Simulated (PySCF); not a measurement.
**C⁺: excitation energy**

C⁺ [He] 2s2 2p1 (2P) → C⁺ [He] 2s1 2p1 3d1 (high-spin determinant), as a difference of total energies. Computed with PySCF 2.14 in dyall-av3z (15s9p3d2f, 71 functions), with no relativity, point nucleus. Correlated levels: valence: 1s2 frozen; virtual orbitals above 40 to 60 times the deepest correlated orbital energy dropped. The calculations carry no spin-orbit coupling.

```tsv
method	excitation energy (cm⁻¹)
UHF	184910
MP2 (valence)	194730
SCS-MP2 (valence)	197570
CCSD (valence)	198650
CCSD(T) (valence)	198770
```

The upper state lies above the first ionisation limit, but in LS coupling its spin forbids autoionisation to the ground ion. A Rydberg-like electron needs more diffuse functions than a valence basis has.

The promoted electron is Rydberg-like, and one or two diffuse shells describe it only roughly, which tends to raise the upper state.

The coupled-cluster amplitudes are large for the upper state (T1 above 0.03 or a double amplitude above 0.15), so a single reference is strained.

The determinant of the upper state mixes LS terms, which raises its energy above the lowest term, most at the Hartree-Fock and MP2 levels.
